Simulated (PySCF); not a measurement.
Several orderings of computed values.

All species are isolated and taken at one optimised geometry, non-relativistic unless stated; the electronic structure was computed with PySCF and density fitting.

The conformers computed, where there is a choice (atom-mapped SMILES and torsion angles):
- `[O:1]=[CH:2][c:3]1[o:4][c:5]2[cH:6][cH:7][cH:8][cH:9][c:10]2[p:11]1`: O1–C2–C3–O4 180°
- `[CH2:1]=[CH:2][O:3]/[CH:4]=[C:5](\[CH3:6])[O:7][CH:8]=[O:9]`: C1–C2–O3–C4 -179°, C2–O3–C4–C5 -179°, C4–C5–O7–C8 2°, C5–O7–C8–O9 0°
- `[CH3:1][CH2:2][P:3]([CH3:4])([CH3:5])([CH3:6])[C:7]([F:8])([F:9])[F:10]`: C1–C2–P3–C4 177°, C2–P3–C7–F8 62°
- `[CH2:1]=[CH:2][CH2:3][c:4]1[s:5][c:6]([Cl:7])[cH:8][n+:9]1[CH3:10]`: C1–C2–C3–C4 125°, C2–C3–C4–S5 102°
- `[CH3:1][S:2](=[O:3])(=[O:4])[N-:5][S:6](=[O:7])(=[O:8])[CH:9]([F:10])[F:11]`: C1–S2–N5–S6 -75°, S2–N5–S6–O7 173°, N5–S6–C9–F10 -59°
- `[CH2:1][CH2:2][NH2:3]`: H–N3–C2–C1 -60°, H–N3–C2–C1 58°

The conformers of `F[C@@H]1C[C@@H]2CC[C@H]1[C@@H](Cl)C2` and `F[C@@H]1CCC[C@@H](/C=C/Cl)C1` aren't listed.

Problem. Rank by HOMO energy, lowest first (PBE0/pcSseg-1 at GFN2-xTB geometries).
A. `O=Cc1oc2ccccc2p1`
B. `Cl[C@H]1C[C@@H]2C[C@H]([C@H]1CC2)F`
C. `C=CO/C=C(\C)OC=O`
D. `F[C@@H]1CCC[C@@H](/C=C/Cl)C1`

Solution. B (-8.29 eV), D (-7.18 eV), A (-7.05 eV), C (-6.26 eV).

Problem. Give the two extremes of that set in hartree.

Solution. `F[C@@H]1C[C@@H]2CC[C@H]1[C@@H](Cl)C2`: -0.305 Eh; `C=CO/C=C(\C)OC=O`: -0.230 Eh.

Problem. Rank by HOMO–LUMO gap, lowest first (PBE0/pcSseg-1 at GFN2-xTB geometries).
A. `F[C@@H]1C[C@@H]2CC[C@H]1[C@@H](Cl)C2`
B. `CCP(C)(C)(C)C(F)(F)F`
C. `C(=C)O/C=C(/OC=O)C`
D. `O=Cc1oc2ccccc2p1`
E. `C=CCc1sc(Cl)c[n+]1C`
F. `F[C@@H]1CCC[C@@H](/C=C/Cl)C1`

Solution. D (4.24 eV), E (5.37 eV), C (5.85 eV), F (7.21 eV), B (7.41 eV), A (8.87 eV).

Problem. Give the two extremes of that set in kcal/mol.

Solution. `O=Cc1oc2ccccc2p1`: 98 kcal/mol; `F[C@@H]1C[C@@H]2CC[C@H]1[C@@H](Cl)C2`: 205 kcal/mol.

Problem. Rank by smallest rotational constant, highest first (GFN2-xTB).
A. `CCP(C)(C)(C)C(F)(F)F`
B. `C=CCc1sc(Cl)c[n+]1C`
C. `C=CO/C=C(\C)OC=O`
D. `NC[CH2]` [radical]
E. `CS(=O)(=O)[N-]S(=O)(=O)C(F)F`
F. `O=Cc1oc2ccccc2p1`

Solution. D (8.797 GHz), A (0.813 GHz), C (0.685 GHz), E (0.598 GHz), F (0.536 GHz), B (0.472 GHz).
